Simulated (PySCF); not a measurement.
**Hg⁺: excitation energy**

Hg⁺ [Xe] 4f14 5d10 6s1 (2S) → Hg⁺ [Xe] 4f14 5d10 6p1 (2P), as a difference of total energies. Computed with PySCF 2.14 in ANO-RCC-VTZP, with scalar relativity by spin-free X2C-1e. Correlated levels: valence: [Xe] 4f14 frozen. The calculations carry no spin-orbit coupling.

```
           method  excitation energy (eV)
              UHF                   6.611
    MP2 (valence)                   7.301
SCS-MP2 (valence)                   7.235
   CCSD (valence)                   7.123
CCSD(T) (valence)                   7.137
```

Q: How much does correlation contribute at CCSD(T) (valence)?

A: 7.137 − (6.611) = 0.526 eV, measured against UHF.

Errors of the correlated levels include the incompleteness of this basis and the frozen core.

The basis was made for the ground configuration and has no added diffuse functions, so the excitation energy can come out too high.

For comparison: 7.137 eV (measured; NIST levels, between the centres of gravity of the two terms).
